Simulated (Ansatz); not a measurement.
`C[CH](N)[SbH2]` and `CC(N)O` differ in one atom or group.

Ansatz, PBE0-D4/def2-TZVP geometries, multiplicity 1. Each molecule was computed in one conformer, which needn't be the lowest.

Elements past krypton have def2 core potentials.

| property | `C[CH](N)[SbH2]` |
| --- | --- |
| HOMO energy (PBE0/def2-TZVPP) / eV | -6.19 |
| LUMO energy (PBE/def2-TZVPP) / eV | -1.12 |
| HOMO–LUMO gap (PBE/def2-TZVPP) / eV | 3.95 |
| HOMO energy (ωB97M-V/def2-TZVPP) / eV | -8.29 |
| size of the dipole moment (PBE/def2-TZVPP) / D | 0.60 |
| LUMO energy (ωB97M-V/def2-TZVPP) / eV | 1.22 |

(1) Give the same properties after the change, and the shifts. (Estimate.)

Answers

(1) The calculation gave: 
```json
{"property": "HOMO energy (PBE0/def2-TZVPP) / eV", "`CC(N)O`": "-7.21", "shift": "-1.02"}
{"property": "LUMO energy (PBE/def2-TZVPP) / eV", "`CC(N)O`": "-0.02", "shift": "1.10"}
{"property": "HOMO–LUMO gap (PBE/def2-TZVPP) / eV", "`CC(N)O`": "5.61", "shift": "1.66"}
{"property": "HOMO energy (ωB97M-V/def2-TZVPP) / eV", "`CC(N)O`": "-9.66", "shift": "-1.37"}
{"property": "size of the dipole moment (PBE/def2-TZVPP) / D", "`CC(N)O`": "1.48", "shift": "0.88"}
{"property": "LUMO energy (ωB97M-V/def2-TZVPP) / eV", "`CC(N)O`": "2.19", "shift": "0.97"}
```

With PBE0 the HOMO falls by 1.02 eV and the LUMO rises by 1.18 eV, so the gap widens by about 2.20 eV. PBE moves the HOMO by -0.58 eV and ωB97M-V by -1.37 eV. Dipoles are sizes alone; their direction can turn.

Spin–orbit coupling is left out; it splits and shifts lone-pair levels of the heavy atoms by tenths of an eV.
